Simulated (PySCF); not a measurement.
# `C=CCC1CCCC1`, C8H14

Geometry:
| atom | x (Å) | y (Å) | z (Å) |
| --- | --- | --- | --- |
| C1 | 3.245 | -1.008 | -0.327 |
| C2 | 2.223 | -0.443 | -0.972 |
| C3 | 1.356 | 0.652 | -0.437 |
| C4 | -0.114 | 0.257 | -0.323 |
| C5 | -1.034 | 1.367 | 0.181 |
| C6 | -2.334 | 0.644 | 0.548 |
| C7 | -1.914 | -0.798 | 0.924 |
| C8 | -0.402 | -0.876 | 0.664 |
| H9 | 3.532 | -0.682 | 0.678 |
| H10 | 3.834 | -1.812 | -0.777 |
| H11 | 1.968 | -0.805 | -1.977 |
| H12 | 1.433 | 1.532 | -1.102 |
| H13 | 1.726 | 0.972 | 0.553 |
| H14 | -0.470 | -0.056 | -1.324 |
| H15 | -0.579 | 1.823 | 1.079 |
| H16 | -1.178 | 2.176 | -0.551 |
| H17 | -2.879 | 1.152 | 1.358 |
| H18 | -3.012 | 0.629 | -0.320 |
| H19 | -2.157 | -1.043 | 1.969 |
| H20 | -2.454 | -1.530 | 0.304 |
| H21 | -0.071 | -1.860 | 0.299 |
| H22 | 0.161 | -0.680 | 1.593 |

Method used: TDDFT CAM-B3LYP/aug-cc-pVDZ excited states, vertical, gas phase in PySCF. Geometry: PBE0-D3(BJ)/def2-SVP.

Question: How strongly do the lowest singlets absorb one photon, and two photons of half the energy?

Answer: δ for parallel linear polarisation; σ at the peak of a Lorentzian of half width 0.1 eV, single beam; Ω is circular over linear.
| state | E (eV) | f | photon λ (nm) | δ (au) | σ (GM) | Ω | main |
| --- | --- | --- | --- | --- | --- | --- | --- |
| S1 | 6.55 | 0.031 | 379 | 56.5 | 0.89 | 1.50 | HOMO→LUMO 0.48, HOMO→LUMO+2 0.38 |
| S2 | 6.87 | 0.004 | 361 | 53.7 | 0.93 | 1.46 | HOMO→LUMO+1 0.63, HOMO→LUMO+5 0.15 |
| S3 | 7.01 | 0.276 | 354 | 56.2 | 1.01 | 0.23 | HOMO→LUMO+3 0.34, HOMO→LUMO+6 0.31 |
| S4 | 7.27 | 0.054 | 341 | 205 | 3.97 | 0.43 | HOMO→LUMO+6 0.23, HOMO→LUMO 0.17 |
| S5 | 7.42 | 0.050 | 334 | 164 | 3.31 | 0.30 | HOMO→LUMO+3 0.32, HOMO→LUMO 0.17 |
| S6 | 7.82 | 0.008 | 317 | 26.3 | 0.59 | 1.42 | HOMO→LUMO+5 0.35, HOMO→LUMO+1 0.17 |

Among these, the strongest one-photon state is S3, the strongest two-photon state S4, with a dipole change of 2.8 D (relaxed, norm of the difference vector).
